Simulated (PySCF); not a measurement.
Ionisation energy of Co+ by level of theory

Co+ [Ar] 3d8 (3F) → Co(2+) [Ar] 3d7 (4F), as a difference of total energies. All numbers are calculated (PySCF 2.14, scalar relativity by spin-free X2C-1e, in aug-cc-pVDZ-DK). Correlated levels: valence: [Ar] frozen. The calculations carry no spin-orbit coupling.

Task: Order these methods by the ionisation energy they give, lowest first.
A. CCSD(T) (valence)
B. CCSD (valence)
C. SCS-MP2 (valence)
D. MP2 (valence)

Result: B (16.333 eV), A (16.441 eV), C (16.645 eV), D (16.783 eV).

The reference lies between the lowest fine-structure levels, while these numbers refer to the centres of the terms.

Errors of the correlated levels include the incompleteness of this basis and the frozen core.

For comparison: 17.084 eV (measured; NIST Atomic Spectra Database, ionization energies).
